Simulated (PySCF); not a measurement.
# Nb(2+) (niobium, charge +2) across methods

[Kr] 4d3, high-spin 4F determinant. All numbers are calculated (PySCF 2.14, scalar relativity through the core potential, in aug-cc-pVDZ-PP with ECP28MDF).

| method | E (hartree) | mean ε 4p α (eV) | mean ε 4p β (eV) | mean ε 4d α (eV) | Σ⟨r²⟩ (bohr²) | ⟨S²⟩ |
| --- | --- | --- | --- | --- | --- | --- |
| UHF | -55.44583 | -63.386 | -58.039 | -25.333 | 26.66 | 3.753 |
| r2SCAN | -55.8854 | -53.807 | -51.276 | -20.390 | 26.73 | 3.751 |
| LDA | -55.6825 | -52.670 | -50.701 | -20.099 | 27.19 | 3.750 |
| PBE | -55.8560 | -52.674 | -50.675 | -20.120 | 26.96 | 3.750 |
| r2SCANh | -55.8766 | -54.808 | -52.043 | -20.955 | 26.70 | 3.752 |
| MN15 | -55.7462 | -55.566 | -53.542 | -21.961 | 27.11 | 3.751 |
| BHandHLYP | -55.7962 | -58.337 | -54.861 | -22.884 | 26.71 | 3.751 |
| BLYP | -55.8218 | -52.533 | -50.596 | -19.937 | 27.00 | 3.750 |
| PBE0 | -55.8535 | -55.568 | -52.817 | -21.583 | 26.80 | 3.751 |

Energies and moments cover only the electrons outside the core potential.
